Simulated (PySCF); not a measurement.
Sn(H)3(SeH) (H₄SeSn), SMILES [SnH3][SeH]. The structure is a stationary point at B3LYP-D3(BJ)/def2-TZVP. The def2 effective core potentials stand for the cores of Sn; spin–orbit coupling is left out.

**Question.** Give the equilibrium geometry at B3LYP-D3(BJ)/def2-TZVP (PySCF confirms it by a frequency run) as bond lengths and angles, and its point group. (An estimate is asked for; the answer gives what the named calculation found.)

**Answer.** point group Cs.
Atoms: Sn1 Se2 H3 H4 H5 H6. Bonded distances (Å): Sn1–Se2 2.558, Sn1–H3 1.710, Sn1–H4 1.707, Sn1–H5 1.710, Se2–H6 1.472. Bond angles (°): Se2–Sn1–H3 109.8, Se2–Sn1–H4 104.8, Se2–Sn1–H5 109.8, H3–Sn1–H4 111.1, H3–Sn1–H5 110.1, H4–Sn1–H5 111.1, Sn1–Se2–H6 92.5.
Charge 0, spin multiplicity 1.
